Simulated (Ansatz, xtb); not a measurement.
**Isomers of C2H9ClSi2 in order of energy**

5 gas-phase structures of C2H9ClSi2, from a drawn sample of its isomers (lower ones may exist). Each was relaxed with GFN2-xTB; where two conformers were screened, the lower at r2SCAN-D4/def2-SVP//GFN2-xTB is listed:

A. `C[SiH2][C@@H]([SiH3])Cl`, a singlet
B. `C[Si@@H]([SiH3])CCl`, a singlet
C. `C[Si@@H](Cl)C[SiH3]`, a singlet
D. `[SiH3]C[SiH2]CCl`, a singlet
E. `C[Si](C)([SiH3])Cl`, a singlet

Make a reasoned guess at their ranking by r2SCAN-D4/def2-SVP//GFN2-xTB single-point energy.

Calculated order at r2SCAN-D4/def2-SVP//GFN2-xTB: C (0.0), E (0.4), B (42.8), D (42.9), A (43.5) kcal/mol. Less than 1 kcal/mol parts C and E; B and D; D and A, so the order within those pairs means little.

Energies above the lowest of each column, in kcal/mol; the last columns are at r2SCAN-D4/def2-SVP geometries and were run for some of them only (a dash: not run or not comparable):

| structure | GFN2-xTB | HF/STO-3G | r2SCAN-D4/def2-SVP//GFN2-xTB | r2SCAN-D4/def2-SVP | CCSD(T)/def2-SVP + ΔMP2/def2-TZVPP |
| --- | --- | --- | --- | --- | --- |
| C | 0.0 | 4.3 | 0.0 | 0.2 | 0.0 |
| E | 6.0 | 0.0 | 0.4 | 0.0 | 1.7 |
| B | 37.5 | 43.4 | 42.8 | 42.7 | 44.1 |
| D | 31.9 | 47.2 | 42.9 | – | – |
| A | 30.6 | 47.4 | 43.5 | – | – |

CCSD(T)/def2-SVP + ΔMP2/def2-TZVPP puts C lowest of those it was run on; HF/STO-3G picks E. Flexible structures stand in one conformer each, not always the lowest. Frequencies (GFN2-xTB) were run for B, C, E alone. ΔMP2 is the change of the MP2 energy from the smaller to the larger basis.

Over these structures GFN2-xTB departs from r2SCAN-D4/def2-SVP//GFN2-xTB by 6.0 kcal/mol on average once a common shift is removed. A GFN2-xTB relaxation took about 0.099 s and the r2SCAN-D4/def2-SVP//GFN2-xTB energy about 1.5 s on a shared host (Ansatz 0.2.0, xtb 6.7.1).
